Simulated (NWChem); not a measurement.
Correlation energy of diantimony (Sb2)

```xyz
2

Sb     0.0000     0.0000     1.2580
Sb     0.0000     0.0000    -1.2580
```
Charge 0, spin multiplicity 1.

Program: NWChem. All single points use one geometry, from PBE/def2-SVP with def2 effective core potentials on Sb, a minimum by its harmonic frequencies.

Basis set: def2-SVP. Each correlation energy counts from its own Hartree-Fock reference.

```tsv
method	correlation energy (mHa)	difference from CCSD(T)
MP2	-233.8	+21.9
SCS-MP2	-220.3	+35.3
CCSD	-240.6	+15.1
CCSD+T(CCSD)	-256.3	-0.6
CCSD(T)	-255.7	0.0
CR-CCSD[T]	-252.0	+3.7
CR-CCSD(T)	-251.5	+4.2
```

The values span 35.9 mHa, from CCSD+T(CCSD) (lowest) to SCS-MP2 (highest). 

Effective core potentials replace the inner electrons of Sb; spin-orbit coupling is left out. The correlated methods keep 8 core orbitals frozen. No row is a measurement; the coupled-cluster row has its own basis-set and correlation limits.
